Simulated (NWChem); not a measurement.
Molecule: GeH3, doublet; SMILES [GeH3]

```xyz
4

Ge     0.0000     0.0000    -0.0910
H     -0.5093    -1.3769    -0.5625
H     -0.9378     1.1295    -0.5625
H      1.4471     0.2474    -0.5625
```
Atoms are numbered in this order, from 1.

Computed with NWChem. Pople sets run with spherical d functions. Spin-unrestricted. In the optimisation the excess spin sits in a (C3, its own frame). All runs use the structure optimised with PBE0/def2-SVP, spin-unrestricted. No stability test was run on the SCF state. Vertical excitations in the gas phase; the lowest state need not have the same character in each row. Excited states of an open shell can be spin-contaminated.

| level | lowest excitation (eV) | oscillator strength of that lowest state | lowest state with f > 0.02 (eV) | lowest empty minus highest occupied level, either spin (eV) |
|---|---|---|---|---|
| PBE/6-31G*, TDA | 4.69 | 0.003 | 6.09 | 1.50 |
| B3LYP/6-31G*, TDA | 4.83 | 0.003 | 6.18 | 2.82 |
| LRC-wPBEh/6-31G*, TDA | 5.14 | 0.004 | 6.33 | 7.16 |
| CAM-B3LYP/6-31G*, TDA | 4.96 | 0.003 | 6.28 | 5.62 |
